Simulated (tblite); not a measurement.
C6H5S (doublet state).
SMILES: `CC(=S)[C]=C1C=C1`

Calculated harmonic vibrations of the isolated species, GFN2-xTB (tblite), most abundant isotopes, no scaling. Against measured fundamentals such values can be off by several per cent, at times by over 20. Open shells enter through the occupations alone, without spin polarisation, and single modes of such species can be off by tens of per cent.

Harmonic wavenumbers (cm⁻¹): 75.5, 78.5, 106.7, 138.6, 270.4, 284.4, 362.5, 441.5, 464.8, 578.7, 677.3, 723.4, 771.6, 794.3, 898.2, 900.1, 1010.1, 1044.3, 1099.4, 1388.3, 1416.6, 1462.2, 1475.9, 1705.6, 2058.8, 3007.0, 3020.8, 3031.2, 3219.1, 3241.9.

A = 4903, B = 1124, C = 974.2 MHz; mass 109.011 u (most abundant isotopes); point group Cs, symmetry number 1; spin multiplicity 2.

Task: Zero-point energy?

Result: ½Σν̃ = 17874 cm⁻¹ = 51.10 kcal/mol.

Task: Entropy at 350 K, 1 bar (ideal gas, RRHO, classical rotation)?

Result: Translation 40.80, rotation 28.96, vibration 25.76, spin (R ln 2) 1.38: S = 96.9 cal/(mol K).

Task: And Cp and H(350 K) − H(0)?

Result: Cp = 32.97 cal/(mol K), of which vibrations give 25.02 (their classical limit is 30 R = 59.6); H(350 K) − H(0) = 7.46 kcal/mol without the zero-point energy, 4.67 from vibrations.

Task: How do the functions run with temperature in this model?

Result: 
| T (K) | S (cal/(mol K)) | Cp (cal/(mol K)) | H − H(0) (kcal/mol) | G − H(0) (kcal/mol) | ln q(vib) |
| --- | --- | --- | --- | --- | --- |
| 50 | 57.8 | 12.3 | 0.47 | -2.42 | 0.30 |
| 100 | 67.7 | 16.4 | 1.20 | -5.57 | 1.24 |
| 298.15 | 91.9 | 29.9 | 5.83 | -21.56 | 5.24 |
| 373.15 | 99.0 | 34.2 | 8.23 | -28.72 | 6.68 |
| 500 | 109.9 | 40.2 | 12.97 | -41.99 | 9.04 |
| 750 | 127.8 | 48.1 | 24.08 | -71.80 | 13.33 |
| 1000 | 142.5 | 53.3 | 36.81 | -105.64 | 17.17 |

q(vib) and H(0) count from the zero-point level.

Task: What must be added to the electronic energy to get the Gibbs energy at 350 K and 1 bar?

Result: ZPE + [H(350 K) − H(0)] − T·S = 51.10 + 7.46 − 33.91 = 24.65 kcal/mol.

Task: Which modes carry the vibrational entropy at 350 K?

Result: 75.5 cm⁻¹: 4.32; 78.5 cm⁻¹: 4.24; 106.7 cm⁻¹: 3.64; 138.6 cm⁻¹: 3.13; 270.4 cm⁻¹: 1.88; 284.4 cm⁻¹: 1.79 cal/(mol K); the other 24 give 6.76 together.

Task: Blend soft modes into free rotors: weight 1/[1 + (100 cm⁻¹/ν̃)⁴] for the oscillator and the rest for a rotor with moment μB/(μ + B), μ = h/(8π²ν), B = 10⁻⁴⁴ kg m². What vibrational entropy results?

Result: 23.88 cal/(mol K) in place of 25.76, which changes −T·S at 350 K by +0.66 kcal/mol.

Hindered rotation and anharmonicity are outside this model.

On AMD EPYC 7R43, one thread (shared host), this took 0.38 s wall. The figure is for the frequency step alone.
